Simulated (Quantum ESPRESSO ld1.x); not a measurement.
Values are calculated unless marked as measured or tabulated.
All-electron atom: Ru7.375+ in [Ar] 3d10 4s2 4p5.625 4d1 (fractional occupations, a model configuration). Code: ld1.x of Quantum ESPRESSO 7.5. Model: Dirac Kohn-Sham, LDA (Slater exchange, Perdew-Zunger correlation), spin-unpolarised, spherical densities, point nucleus; open shells are shared between the two j in proportion to 2j + 1.

Unscreened Slater integrals over Kohn-Sham orbitals (cm^-1). Large and small components are both included.

| integral | value |
|---|---|
| F0(4d5/2,4d5/2) | 163940 |
| F2(4d5/2,4d5/2) | 84761 |
| F4(4d5/2,4d5/2) | 56828 |
| F0(4d5/2,4d3/2) | 164420 |
| F2(4d5/2,4d3/2) | 84988 |
| G2(4d5/2,4d3/2) | 84942 |
| G4(4d5/2,4d3/2) | 56946 |
| F0(4d5/2,4p3/2) | 174670 |
| F2(4d5/2,4p3/2) | 89881 |
| G1(4d5/2,4p3/2) | 113960 |
| G3(4d5/2,4p3/2) | 71049 |
| F0(4d5/2,4p1/2) | 176210 |
| G3(4d5/2,4p1/2) | 70785 |
| F0(4d5/2,4s1/2) | 179980 |
| G2(4d5/2,4s1/2) | 86118 |
| F0(4d3/2,4d3/2) | 164910 |
| F2(4d3/2,4d3/2) | 85224 |
| F0(4d3/2,4p3/2) | 175270 |
| F2(4d3/2,4p3/2) | 90300 |
| G1(4d3/2,4p3/2) | 114590 |
| G3(4d3/2,4p3/2) | 71458 |
| F0(4d3/2,4p1/2) | 176840 |
| G1(4d3/2,4p1/2) | 114520 |
| F0(4d3/2,4s1/2) | 180660 |
| G2(4d3/2,4s1/2) | 86846 |
| F0(4p3/2,4p3/2) | 188240 |
| F2(4p3/2,4p3/2) | 99666 |
| F0(4p3/2,4p1/2) | 190250 |
| G2(4p3/2,4p1/2) | 100480 |
| F0(4p3/2,4s1/2) | 195120 |
| G1(4p3/2,4s1/2) | 132910 |
| F0(4p1/2,4p1/2) | 192350 |
| F0(4p1/2,4s1/2) | 197430 |
| G1(4p1/2,4s1/2) | 135240 |
| F0(4s1/2,4s1/2) | 203020 |
